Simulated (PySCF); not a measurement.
## From computed data to an observable: chemical shift, span and skew from a shielding tensor

2-methoxybut-1-en-3-yne (C5H6O), SMILES C#CC(=C)OC. Atoms are numbered in the order given.

```xyz
12

C      1.1205     2.0019     0.0000
C      0.3096     1.0987     0.0000
C     -0.6471     0.0273     0.0000
C     -1.9738     0.2618     0.0000
O     -0.1937    -1.2579     0.0000
C      1.1988    -1.5034     0.0000
H      1.8309     2.8070     0.0000
H     -2.3511     1.2829     0.0000
H     -2.6746    -0.5749     0.0000
H      1.3165    -2.5953     0.0000
H      1.6900    -1.0870     0.8959
H      1.6900    -1.0870    -0.8959
```
Charge 0, spin multiplicity 1.

Geometry optimised at B3LYP-D3(BJ)/def2-SVP. One conformer was computed; it need not be the lowest.

GIAO shieldings from PBE/pcSseg-1 (PySCF), non-relativistic, no solvent. The symmetric part of the tensor of C4 has the principal values -27.4, 107.1, 149.1 ppm. The same nucleus in TMS has σ = 182.0 ppm at this level (PySCF, at its B3LYP-D3(BJ)/def2-TZVP geometry).

Question: Work out the isotropic shielding, the ¹³C shift against TMS, the span and the skew.

Answer: 
σ(iso) = (σ11 + σ22 + σ33)/3 = 76.3 ppm. δ = σ(ref) − σ(iso) = 182.0 − (76.3) = 105.7 ppm.
Span Ω = σ33 − σ11 = 176.5 ppm. Skew κ = 3(σ(iso) − σ22)/Ω = -0.52. Tumbling in solution averages the tensor to δ; in a static solid the shielding alone would spread this spin-1/2 line over Ω.
